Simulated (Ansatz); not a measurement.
Z-matrix (Å, degrees):
```
C
S 1 1.797
H 1 1.092 2 110.9
H 1 1.091 2 111.0 3 -122.4
H 1 1.091 2 107.0 3 118.7
C 2 1.779 1 102.1 3 59.3
Si 6 1.910 2 110.8 1 -148.3
Si 6 1.910 2 114.1 1 -69.5
H 6 1.090 2 115.0 1 74.8
H 7 1.479 6 116.0 2 -6.6
H 7 1.483 6 114.6 2 -141.7
H 8 1.480 6 115.2 2 10.3
H 8 1.484 6 116.5 2 146.5
```

Total charge 0; spin multiplicity 1.

Question: List the PBE0/def2-TZVPP orbital energies in eV (the Gaussian-basis code of Ansatz). (An estimate is asked.)

Answer: The calculation gave: Occupied: -2422.36, -1802.68, -1802.66, -278.78, -278.71, -217.62, -161.49, -161.39, -161.24, -145.03, -145.02, -99.70, -99.69, -99.67, -99.67, -99.66, -99.65, -22.45, -19.89, -17.12, -14.71, -13.99, -12.46, -12.03, -11.71, -11.00, -10.18, -9.81, -9.32, -7.78, -7.20, -6.16. Lowest empty: -0.37, -0.13, 0.15, 0.88, 1.08, 1.59, 2.02, 2.23.
